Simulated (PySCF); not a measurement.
r2SCAN on Nb⁺ (niobium, charge +1), [Kr] 4d4, high-spin 5D determinant. Calculation: PySCF 2.14, in x2c-TZVPPall; scalar relativity by spin-free X2C-1e.

```
cycle= 1 E= -3819.08344081998  delta_E= -0.00868  |g|= 0.046  |ddm|= 0.136
cycle= 2 E= -3819.08488229873  delta_E= -0.00144  |g|= 0.0223  |ddm|= 0.288
cycle= 3 E= -3819.08596280193  delta_E= -0.00108  |g|= 0.0153  |ddm|= 0.213
cycle= 4 E= -3819.0860014932  delta_E= -3.87e-05  |g|= 0.0151  |ddm|= 0.00957
cycle= 5 E= -3819.08663331171  delta_E= -0.000632  |g|= 0.00816  |ddm|= 0.231
cycle= 6 E= -3819.08670581065  delta_E= -7.25e-05  |g|= 0.00148  |ddm|= 0.0717
cycle= 7 E= -3819.08670384991  delta_E= 1.96e-06  |g|= 0.00274  |ddm|= 0.0338
cycle= 8 E= -3819.08670832449  delta_E= -4.47e-06  |g|= 0.000608  |ddm|= 0.0208
cycle= 9 E= -3819.08670850959  delta_E= -1.85e-07  |g|= 2.48e-05  |ddm|= 0.00286
cycle= 10 E= -3819.08670850987  delta_E= -2.73e-10  |g|= 2.45e-06  |ddm|= 8.5e-05
converged SCF energy = -3819.08670850987  <S^2> = 6.0021721  2S+1 = 5.0008688
```

Highest occupied orbital energy: -10.609 eV; ⟨L²⟩ = 7.96; populations by l: s 8.32, p 18.00, d 13.68, f 0.00.

(1) Can this result be used?

## Answers

(1) Not for this state. The calculation finished and met its thresholds. ⟨L²⟩ = 7.96 against 6 for a pure D term, so this real determinant mixes terms. The s, p, d and f populations moved away from the nominal configuration during the SCF.
